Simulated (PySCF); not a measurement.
# Worked example: oscillator strength and radiative lifetime

Al(H)(OH)(SMe) (CH5AlOS), SMILES [OH][AlH][S]C.

Geometry optimised at PBE0-D3(BJ)/def2-SVP. The values are those of a single conformer.

PySCF with TDA-LC-ωPBE/def2-SVPD puts the first singlet state with f over 0.02 at 6.44 eV (vertical), with the transition dipole (0.097, -0.736, 0.000) in atomic units.

Q: Find the oscillator strength, the wavelength and the radiative lifetime that this transition would have in vacuum if emission retraced absorption.

A: 
|μ|² = 0.5511 au, so |μ| = 1.89 D. ΔE = 6.44/27.211 = 0.2367 hartree. f = (2/3) ΔE |μ|² = 0.087 (the program prints 0.087).
λ = 1239.84/6.44 = 193 nm; ν = 51942 cm⁻¹.
Einstein's coefficient A = 0.6670 ν² f s⁻¹ (ν in cm⁻¹) = 1.6e8 s⁻¹, so τ = 1/A = 6.4 ns. This state is S2; the lower singlet has f = 0.007. The figure is the radiative limit of this one transition; relaxation, internal conversion, crossing to triplets and a medium change what is measured.
